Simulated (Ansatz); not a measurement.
Mulliken charges of `[SiH3]NBS` from r2SCAN/def2-TZVPP in Ansatz (PBE0-D4/def2-TZVP geometry).

```json
{"atom": "Si1", "x (Å)": "-1.509", "y (Å)": "0.158", "z (Å)": "-0.770", "charge (e)": "0.369"}
{"atom": "N2", "x (Å)": "0.092", "y (Å)": "-0.418", "z (Å)": "-0.402", "charge (e)": "-0.254"}
{"atom": "B3", "x (Å)": "0.921", "y (Å)": "0.049", "z (Å)": "0.632", "charge (e)": "0.060"}
{"atom": "S4", "x (Å)": "2.568", "y (Å)": "-0.666", "z (Å)": "0.873", "charge (e)": "-0.201"}
{"atom": "H5", "x (Å)": "-2.496", "y (Å)": "-0.950", "z (Å)": "-0.679", "charge (e)": "-0.075"}
{"atom": "H6", "x (Å)": "-1.836", "y (Å)": "1.218", "z (Å)": "0.212", "charge (e)": "-0.060"}
{"atom": "H7", "x (Å)": "-1.565", "y (Å)": "0.703", "z (Å)": "-2.152", "charge (e)": "-0.075"}
{"atom": "H8", "x (Å)": "0.455", "y (Å)": "-1.156", "z (Å)": "-0.991", "charge (e)": "0.130"}
{"atom": "H9", "x (Å)": "0.541", "y (Å)": "0.919", "z (Å)": "1.356", "charge (e)": "0.001"}
{"atom": "H10", "x (Å)": "2.911", "y (Å)": "0.091", "z (Å)": "1.924", "charge (e)": "0.104"}
```

Task: By hand: the dipole of these point charges (1 e Å = 4.8032 D).

Result: Σ q r = (-0.264, 0.107, -0.047) e Å, of length 0.289 e Å = 1.39 D.

Task: How does the dipole of the full density compare? (Estimate.)

Result: Ansatz gave: (-0.114, -0.008, -0.080) e Å, 0.67 D; the point charges give 2.07 times that, at 35° from its direction.

Point charges leave out the atoms' own dipoles, such as those of lone pairs, and Mulliken's split depends on the basis, so the two needn't agree.
